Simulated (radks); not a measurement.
Q: These are the eigenvalues of the occupied orbitals of an atom or ion with whole-number occupations (hartree). Method: Dirac Kohn-Sham, BLYP, spin-unpolarised, spherical densities, point nucleus; computed with a radial shooting solver on a logarithmic mesh with Libxc functionals.

orbital  eigenvalue
1s1/2     -145.3978
2s1/2     -15.43581
2p1/2     -12.60752
2p3/2     -12.47181
3s1/2      -1.93106
3p1/2      -1.24055
3p3/2      -1.22627
4s1/2      -0.28838
7s1/2      -0.01843

Which element is it, and in what charge state? The configuration may be excited. Open shells, if any, fill j = l - 1/2 first.

A: Z = 20, calcium, charge 0: Ca in [Ar] 4s1 7s1. The list shows which subshells hold electrons but not how many an open one holds; the 1s level, -145.4 hartree, gives Z - s = 17.1 by -(Z - s)^2/2, which with screening and relativity narrows Z to a few neighbours, and the depths of the outer levels then fix element, charge and occupations together.
